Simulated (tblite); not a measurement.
Compound: C5H10Cl2Si.
SMILES with atom numbers: `[CH3:1][C@@H:2]1[SiH2:3][CH2:4][C@@H:5]1[CH:6]([Cl:7])[Cl:8]` (hydrogens: H9, H10, H11 on C1; H12 on C2; H13, H14 on Si3; H15, H16 on C4; H17 on C5; H18 on C6)

Geometry (GFN2-xTB, Å), atoms numbered from 1 in this order:
```xyz
18
C5H10Cl2Si angstrom
C     -0.9553   -1.2303   -1.2718
C     -0.7726   -0.6237    0.1092
Si    -1.3660    1.1504    0.5535
C      0.3522    1.0007    1.3786
C      0.6647   -0.2860    0.5884
C      1.6462   -0.0428   -0.5373
Cl     3.2733    0.2845    0.1255
Cl     1.1719    1.3359   -1.5449
H     -2.0108   -1.4390   -1.4347
H     -0.6242   -0.5562   -2.0567
H     -0.4101   -2.1701   -1.3656
H     -1.1900   -1.3310    0.8320
H     -1.5190    2.1046   -0.5357
H     -2.5083    1.1977    1.4670
H      0.3069    0.8057    2.4478
H      1.0829    1.7903    1.2270
H      1.1000   -1.0794    1.2046
H      1.7495   -0.9048   -1.1986
```

Calculated harmonic vibrations of the isolated species, GFN2-xTB (tblite), most abundant isotopes, no scaling. This tight-binding method is rough: wavenumbers can miss measured ones by several per cent, in bad cases by 10 to 20. Modes of hydrogen on silicon can be 10 to 20 % off. One conformer, not necessarily the lowest.

Harmonic wavenumbers (cm⁻¹): 79.0, 95.3, 155.4, 205.7, 214.0, 249.5, 270.1, 278.3, 406.7, 455.3, 464.0, 494.5, 591.0, 605.4, 656.5, 682.4, 720.7, 753.6, 766.9, 800.9, 886.7, 971.4, 996.8, 1055.1, 1069.0, 1125.9, 1156.8, 1163.6, 1185.2, 1200.7, 1216.2, 1255.6, 1294.1, 1317.2, 1414.4, 1471.3, 1507.2, 1511.8, 2262.2, 2326.1, 2922.6, 2938.0, 2947.9, 2993.1, 3011.5, 3027.9, 3030.0, 3050.8.

A = 1790, B = 855.8, C = 815.0 MHz; mass 167.993 u (most abundant isotopes); point group C1, symmetry number 1.

What is the zero-point energy?

½Σν̃ = 29627 cm⁻¹ = 354.42 kJ/mol.

Give the ideal-gas entropy at 350 K and 1 bar in the rigid-rotor, harmonic-oscillator model (classical rotation).

Translation 176.09, rotation 127.24, vibration 129.78: S = 433.1 J/(mol K).

And Cp and H(350 K) − H(0)?

Cp = 184.23 J/(mol K), of which vibrations give 150.97 (their classical limit is 48 R = 399.1); H(350 K) − H(0) = 37.24 kJ/mol without the zero-point energy, 25.60 from vibrations.

Which modes carry the vibrational entropy at 350 K?

79.0 cm⁻¹: 17.70; 95.3 cm⁻¹: 16.16; 155.4 cm⁻¹: 12.18; 205.7 cm⁻¹: 9.95; 214.0 cm⁻¹: 9.64; 249.5 cm⁻¹: 8.46 J/(mol K); the other 42 give 55.68 together.

How do the functions run with temperature in this model?

```csv
T (K),S (J/(mol K)),Cp (J/(mol K)),H − H(0) (kJ/mol),G − H(0) (kJ/mol),ln q(vib)
50,244.7,47.5,1.89,-10.35,0.19
100,285.4,72.5,4.89,-23.65,0.97
298.15,405.3,162.4,28.24,-92.61,5.52
373.15,445.2,193.4,41.61,-124.52,7.40
500,508.2,237.0,69.03,-185.04,10.60
750,616.4,295.9,136.25,-326.02,16.75
1000,707.0,333.5,215.25,-491.76,22.46
```

q(vib) and H(0) count from the zero-point level.

Hindered rotation and anharmonicity are outside this model. Other conformers, if any are populated, would add a mixing term that is left out. The structure is chiral; the term R ln 2 for an equal mix with its mirror image is left out.
